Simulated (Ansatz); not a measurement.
Abridged output of a molecular run in Ansatz:

```
Functional definition: HF
1253 factors; integrals over basis functions are off by at most 8.7e-4 eV
mean field evaluation 1: about -21895.3003 eV, gradient 5.8e1 eV
mean field evaluation 2: about -21895.4144 eV, gradient 5.8e1 eV
mean field evaluation 4: about -21900.9737 eV, gradient 1.8e0 eV
mean field evaluation 8: about -21901.0192 eV, gradient 1.8e-1 eV
mean field -21901.01937596 eV, -804.8476170223 hartree, gradient 3.0e-6 eV, S^2 0.000000; 0 other end points of the search recorded, 0 dependent functions left out
8 core orbitals not correlated: weight in the atoms' cores, before any rotation towards them, 1.000 or more for the frozen orbitals, at most 0.000 for the correlated occupied ones
reference -21901.01937596 eV, -804.8476170223 hartree; 20, 20 occupied and 163, 163 virtual orbitals, 1253 factors
second order -34.91730976 eV of doubles, -0.00000000 eV of singles
cycle   1  -34.01643948 eV  change    9.0e-1 eV  update   1.7e-1
cycle   2  -34.83856264 eV  change   -8.2e-1 eV  update   7.7e-2
cycle   3  -35.05845906 eV  change   -2.2e-1 eV  update   2.9e-2
cycle   4  -35.04197378 eV  change    1.6e-2 eV  update   8.6e-3
cycle   5  -35.02716567 eV  change    1.5e-2 eV  update   2.7e-3
cycle   6  -35.02812573 eV  change   -9.6e-4 eV  update   9.3e-4
cycle   7  -35.02837073 eV  change   -2.5e-4 eV  update   3.0e-4
cycle   8  -35.02809551 eV  change    2.8e-4 eV  update   1.2e-4
cycle   9  -35.02812967 eV  change   -3.4e-5 eV  update   3.7e-5
cycle  10  -35.02818043 eV  change   -5.1e-5 eV  update   1.2e-5
cycle  11  -35.02815489 eV  change    2.6e-5 eV  update   4.3e-6
perturbative correction -1.31620693 eV, -0.0483697124 hartree
Total energy: -21937.36373778 eV, -806.1832476841 hartree
```

Its atoms:

Cartesian coordinates in Å:
```
F 1.586 0.378 1.007
Zr 0.054 -0.062 -0.002
F 0.570 -0.415 -1.782
F -0.739 -1.612 0.727
Cl -1.471 1.711 0.049
```

(1) Which basis set was used?
A. def2-TZVPP
B. def2-TZVPPD
C. cc-pV(Q+d)Z
D. def2-SVP

(2) Write the keys of the input that set method, charge and spin (a neutral closed shell needs none for the last two).

Answers

(1) A. It gives 191 functions.

(2) 
```yaml
correlation: {method: ccsd_t}
```
